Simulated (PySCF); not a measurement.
C3H4O, SMILES O=C1CC1. Atoms are numbered in the order given.

```xyz
8

O      0.0000     0.0000    -1.5828
C      0.0000     0.0000    -0.3860
C      0.0000    -0.7840     0.8605
C      0.0000     0.7840     0.8605
H     -0.9210    -1.2956     1.1630
H      0.9210    -1.2956     1.1630
H      0.9210     1.2956     1.1630
H     -0.9210     1.2956     1.1630
```
Charge 0, spin multiplicity 1.

Geometry: B3LYP-D3(BJ)/def2-SVP.

All values below come from PySCF with PBE/pcJ-1.

Isotropic couplings with Fermi-contact, spin-dipole and both spin-orbit terms, one fixed conformer, no vibrational averaging. Isotopes: 13C, 1H.

```tsv
pair	bonds apart	J (Hz)
C2–C3	1	…
C2–C4	1	…
C3–C4	1	6.6
C3–H5	1	155.5
C3–H6	1	155.5
C4–H7	1	155.5
C4–H8	1	155.5
C2–H5	2	…
C2–H6	2	…
C2–H7	2	…
C2–H8	2	…
C3–H7	2	-3.7
C3–H8	2	-3.7
C4–H5	2	-3.7
C4–H6	2	-3.7
H5–H6	2	…
H7–H8	2	…
H5–H7	3	10.1
H5–H8	3	17.8
H6–H7	3	17.8
H6–H8	3	10.1
```

**Question.** Fill in the missing entries. (Estimate from the structure and the level; the computed values follow.)

**Answer.** 
- C2–C3, J (Hz): 19.1
- C2–C4, J (Hz): 19.1
- C2–H5, J (Hz): -3.2
- C2–H6, J (Hz): -3.2
- C2–H7, J (Hz): -3.2
- C2–H8, J (Hz): -3.2
- H5–H6, J (Hz): -12.0
- H7–H8, J (Hz): -12.0
